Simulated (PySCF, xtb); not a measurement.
Se(H)(OSiH3) (H4OSeSi), SMILES [SiH3]O[SeH]. Atoms are numbered in the order given.

```xyz
7

Se    -0.7420     0.2045     0.7661
H     -1.7264    -0.7399     0.1915
O      0.7351    -0.5999     0.0513
Si     1.2120    -0.1049    -1.4890
H      0.1552    -0.4171    -2.4984
H      2.4456    -0.8873    -1.7771
H      1.5037     1.3582    -1.5270
```
Charge 0, spin multiplicity 1.

Geometry: r2SCAN-D4/def2-SVP. The values are those of a single conformer.

These are PySCF 2.14.0 with C-PCM-ωB97X/def2-SVP values and carry that method's errors.

The values are the electrostatic part of the solvation free energy, E(continuum) − E(gas) at the gas-phase geometry, in a cavity of scaled van der Waals radii (PySCF's table); cavitation and dispersion terms are not included. In vacuum the orbital gap is 10.04 eV. The dipole moment in vacuum is 1.45 D.

Computed values in water (ε = 78.36), diethylether (ε = 4.24), cyclohexanone (ε = 15.62):
```json
[
 {"solvent": "water", "ε": "78.36", "ΔG(elec) (kcal/mol)": "-3.2", "dipole (D)": "1.93", "gap (eV)": "10.14"},
 {"solvent": "diethylether", "ε": "4.24", "ΔG(elec) (kcal/mol)": "-2.4", "dipole (D)": "1.80", "gap (eV)": "10.12"},
 {"solvent": "cyclohexanone", "ε": "15.62", "ΔG(elec) (kcal/mol)": "-3.0", "dipole (D)": "1.90", "gap (eV)": "10.13"}
]
```

For comparison, GFN2-xTB/ALPB(water) (xtb, at the GFN2-xTB geometry, all terms of that model) gives 0.4 kcal/mol.
